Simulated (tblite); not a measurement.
Compound: C9H7N.
InChI=1S/C9H7N/c1-2-4-9-7-10-6-5-8(9)3-1/h1-7H

Computed with GFN2-xTB (tblite): harmonic, unscaled wavenumbers at the GFN2-xTB geometry, gas phase. The method is semi-empirical: single wavenumbers can be off by several per cent or more.

Harmonic wavenumbers (cm⁻¹): 153.0, 163.4, 328.9, 351.5, 424.5, 453.4, 486.1, 506.4, 606.0, 609.6, 734.4, 744.6, 790.4, 810.2, 833.7, 878.2, 895.2, 910.8, 912.7, 921.2, 932.1, 1073.3, 1090.8, 1149.6, 1174.7, 1184.1, 1221.3, 1229.4, 1250.0, 1321.7, 1345.9, 1391.2, 1408.9, 1446.9, 1495.4, 1556.1, 1590.5, 1610.2, 3040.5, 3061.5, 3071.6, 3074.3, 3082.1, 3084.4, 3091.5.

A = 3246, B = 1254, C = 904.5 MHz; mass 129.058 u (most abundant isotopes); point group Cs, symmetry number 1.

**Question.** Zero-point energy?

**Answer.** Half the sum of the wavenumbers: 28746 cm⁻¹ = 82.19 kcal/mol.

**Question.** Give the ideal-gas entropy at 298.15 K and 1 bar in the rigid-rotor, harmonic-oscillator model (classical rotation).

**Answer.** Translation 40.50, rotation 28.86, vibration 13.89: S = 83.3 cal/(mol K).

**Question.** And Cp and H(298.15 K) − H(0)?

**Answer.** Cp = 31.22 cal/(mol K), of which vibrations give 23.27 (their classical limit is 45 R = 89.4); H(298.15 K) − H(0) = 5.04 kcal/mol without the zero-point energy, 2.67 from vibrations.

**Question.** What must be added to the electronic energy to get the Gibbs energy at 298.15 K and 1 bar?

**Answer.** ZPE + [H(298.15 K) − H(0)] − T·S = 82.19 + 5.04 − 24.82 = 62.41 kcal/mol.

**Question.** Which modes carry the vibrational entropy at 298.15 K?

**Answer.** 153.0 cm⁻¹: 2.63; 163.4 cm⁻¹: 2.51; 328.9 cm⁻¹: 1.27; 351.5 cm⁻¹: 1.16; 424.5 cm⁻¹: 0.88; 453.4 cm⁻¹: 0.79 cal/(mol K); the other 39 give 4.66 together.

**Question.** How do the functions run with temperature in this model?

**Answer.** 
```tsv
T (K)	S (cal/(mol K))	Cp (cal/(mol K))	H − H(0) (kcal/mol)	G − H(0) (kcal/mol)	ln q(vib)
150	67.9	15.8	1.61	-8.58	0.63
250	78.2	25.9	3.67	-15.89	1.78
400	94.0	41.9	8.78	-28.80	4.15
600	114.2	57.8	18.87	-49.65	7.94
900	140.6	71.8	38.54	-87.99	13.87
```

q(vib) and H(0) count from the zero-point level.

Hindered rotation and anharmonicity are outside this model.
